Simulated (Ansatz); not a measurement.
CLiN, SMILES [Li][N][C] (connectivity only; charge and spin as stated), neutral, multiplicity 1.

Geometry optimised at PBE-D3(BJ)/def2-TZVPD.

Two levels are set side by side: PBE/def2-TZVPD (Ansatz, a program for electronic structure) and PBE0/def2-TZVPD (Ansatz). Energy differences of separate SCF runs at the same geometry; the states with an electron removed or added have multiplicity 2 and 2. Differences are taken from unrounded values.

```json
[
 {"quantity": "vertical ionisation energy (eV)", "PBE0": "9.48", "PBE": "9.41", "PBE minus PBE0": "-0.07"},
 {"quantity": "vertical electron affinity (eV)", "PBE0": "0.74", "PBE": "0.75", "PBE minus PBE0": "0.01"},
 {"quantity": "vertical singlet–triplet gap (eV)", "PBE0": "4.94", "PBE": "4.68", "PBE minus PBE0": "-0.26"}
]
```
